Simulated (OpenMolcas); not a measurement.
Ir6+ (d3) among equal point charges was computed by CASSCF with the d shell active (OpenMolcas, ANO-RCC-VDZP on the metal). Its lowest spin-free states, and all those of the highest spin:

```
2S+1  Degeneracy  E (cm-1)
   4           2       0.0
   4           1      2210
   4           2      4294
   4           2     10306
   2           2     15164
   2           2     16567
   2           2     16763
   2           2     18024
   2           2     18421
   4           2     19227
   2           2     20231
   2           1     21927
   4           1     32849
```

Problem. Is the site octahedral, tetrahedral or cube-like, axial, or of lower symmetry?

Solution. The states with 2S+1 = 4 have orbital degeneracies 2, 1, 2, 2, 2, 1. There are pairs but no triples, so the site is axial: not cubic, but with a proper or improper axis of order three or more. The run had Ir6+ among 2 point charges of -1.5 e arranged as a linear pair (D∞h), 1.97 Å from the ion.

Spin-orbit coupling mixes the spin-free states strongly: the lowest level takes only 42 % from its leading state, 4Π. Without dynamic correlation the repulsion within the d shell is too large (B by tens of per cent), so at a given field states of lower spin stand too high. This is an electrostatic model: the charges have no orbitals. No measured value stands beside these numbers.
